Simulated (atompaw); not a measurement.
**Logarithmic derivatives: phosphorus (P), PAW (atompaw)**

```json
{
  "Element": "phosphorus (P)",
  "Generator": "atompaw 4.2.0.5",
  "Type": "PAW",
  "Functional": "PBEsol",
  "Relativity": "scalar-relativistic",
  "Frozen core": "[Ne]",
  "Valence charge": "5",
  "Reference configuration": "3s2 3p3",
  "Partial waves": "3s (bound): rc 1.80 bohr; 3s channel at 1.7 Ry: rc 1.80 bohr; 3p (bound): rc 2.10 bohr; 3p channel at 1.55 Ry: rc 1.45 bohr; 3d channel at 0.4 Ry: rc 2.10 bohr",
  "Local potential": "troulliermartins scheme with l = 3 at -0.5 Ry, radius 1.90 bohr",
  "Core correction": "smooth core density matched at 1.45 bohr",
  "Augmentation charge": "sinc compensation charge, radius 2.00 bohr; PAW radius 2.10 bohr; waves and projectors: custom polynom2 7 10 vanderbiltortho"
}
```

The phase is arctan(r·u′/u) with u = r·R(r), unwrapped; energies in Ry, scanned from -3 to 5 Ry. A pole is an energy at which the radial function vanishes at the test radius. The pseudo phase is shifted by a multiple of π to meet the all-electron one at the reference energy, and phase errors are pseudo minus all-electron; the curves can meet again beyond the range given. Levels narrower than the energy grid can be missing from the lists of poles.

| channel | radius (bohr) | reference energy (Ry) | poles, all-electron | poles, pseudo | unbroken range about the reference energy with phases within 0.05 rad | phase error 1 Ry above the reference energy (rad) |
| --- | --- | --- | --- | --- | --- | --- |
| s | 2.11 | -1.02 | 0.71 | 0.71 | the whole range | -0.000 |
| p | 2.11 | -0.40 | 1.76 | 1.76 | the whole range | -0.000 |
| d | 2.11 | 0.40 | 2.84 | 3.48 | below 1.2 | +0.056 |

Phases in the s channel:

```csv
E (Ry),all-electron,pseudo
-3.00,1.149,1.149
-2.52,1.042,1.042
-2.04,0.824,0.824
-1.56,0.260,0.260
-1.08,-0.717,-0.717
-0.60,-1.213,-1.213
-0.12,-1.413,-1.413
0.36,-1.518,-1.518
0.84,-1.587,-1.587
1.32,-1.639,-1.639
1.80,-1.684,-1.684
2.28,-1.728,-1.728
2.76,-1.776,-1.776
3.24,-1.834,-1.835
3.72,-1.912,-1.913
4.20,-2.030,-2.032
4.68,-2.237,-2.242
```
